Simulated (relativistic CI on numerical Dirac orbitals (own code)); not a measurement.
**Nb2+: M2,3 absorption edge**

Computed with this model: Dirac-Coulomb-Breit CI, orbitals from a KLI potential per configuration, model QED, valence Slater integrals scaled by 0.9, multiplet model of core-to-valence dipole absorption; configurations [Kr] 4d3 → [Ne] 3s2 3p5 3d10 4s2 4p6 4d4; 300 K; Lorentzian 3 eV and Gaussian 0.4 eV FWHM. Energies are those of the free ion, without screening or charge transfer. The branching ratio is the share of the lower-energy edge in the whole absorption, uncertain by about 0.02 where the edges overlap. S is read from ⟨S²⟩ = S(S + 1).

Field parameters in Wybourne normalisation: Oh B⁴₀ = 21Dq, B⁴₄ = √(5/14) B⁴₀. The field is a parameter set, without covalency.

Case free ion, the dichroism is that of the ground state at zero temperature, magnetised by exchange field 10 meV on Sz. The dichroism I(Δm = −1) − I(Δm = +1), over the sum of the three polarisations, integrates to 0.1136 on the lower edge and 0.0663 on the upper edge. The branching ratio is 0.811.

Question: Use the orbital sum rule with 7 holes to get ⟨Lz⟩.

Answer: For a p → d edge ⟨Lz⟩ = 2 × n_h × (sum of both integrals) in this sign convention = 2.52; the ground state itself has ⟨Lz⟩ = 2.58 and ⟨Sz⟩ = -1.08. The rule assumes one radial integral for both edges, which relativistic orbitals only approach.
